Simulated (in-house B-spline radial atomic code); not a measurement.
Multiplet parameters of the 2p2 shell in the magnesium ion Mg⁶⁺ ([He] 2s2 2p2). Computed with a B-spline radial code for spherical atoms: non-relativistic Hartree-Fock, average of configuration, point nucleus.

Slater integrals: F^2 = 173255 cm⁻¹. Central-field spin-orbit parameter ζ(2p) = 2281 cm⁻¹ (bare central field on non-relativistic orbitals, without two-electron terms: too large for light atoms, too small for heavy ones).

With F₂ = F^2/25 = 6930 cm⁻¹:

(1) Where do the terms lie in LS coupling, without spin-orbit interaction?

(2) Is LS coupling a fair picture here?

## Answers

(1) In cm⁻¹ above the Hund's-rule term:
| term | expression | energy |
| --- | --- | --- |
| 3P | 0 F₂ | 0 |
| 1D | 6 F₂ | 41581 |
| 1S | 15 F₂ | 103953 |

(2) Fits to spectra need these integrals scaled down, since correlation screens the repulsion. Here ζ is 0.33 times F₂, so LS coupling is a fair start, though levels of equal J in close terms still mix.
